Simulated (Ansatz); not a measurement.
Molecule: C$_{4}$H$_{3}$N$_{2}$, net charge 0, doublet state. It need not be the lowest isomer of its formula. 
Structure (B3LYP-D3(BJ)/def2-TZVP (Ansatz, a program for electronic structure) minimum search):
SMILES: [c]1ccncn1
```xyz
9

C     -0.2980    -1.3174    -0.1740
C     -1.3334    -0.4010    -0.0894
C     -0.9069     0.9110     0.0876
N      0.3835     1.2511     0.1682
C      1.2687     0.2750     0.0717
N      0.9454    -1.0208    -0.1003
H     -2.3789    -0.6637    -0.1531
H     -1.6269     1.7194     0.1679
H      2.3204     0.5262     0.1341
```
Charge 0, spin multiplicity 2.

Basis-set convergence of Hartree-Fock and CCSD correlation energies (hartree) with Ansatz. Correlated levels leave the core frozen unless marked. UHF or UKS for open shells. No spin-orbit coupling. No relativistic terms.

The UHF reference is spin-contaminated (<S^2> 0.48 over the pure value in the largest basis). The T1 diagnostic of CCSD in the largest basis is 0.046, which is high, so the coupled-cluster rows are less sure than usual.

| basis | functions | E(HF) | E(corr, CCSD) |
|---|---|---|---|
| cc-pVDZ | 99 | -262.07473 | -0.82055 |
| cc-pVTZ | 222 | -262.13923 | -0.98445 |
| cc-pVQZ | 420 | -262.15644 | -1.03784 |

Extrapolating the two largest sets (X = 3 and 4) as X^-3: E(corr) = (64·(-1.03784) - 27·(-0.98445))/37 = -1.0768 Eh, an estimate of the basis-set limit. The largest set recovers 96.4 % of it, the smallest 76.2 %.
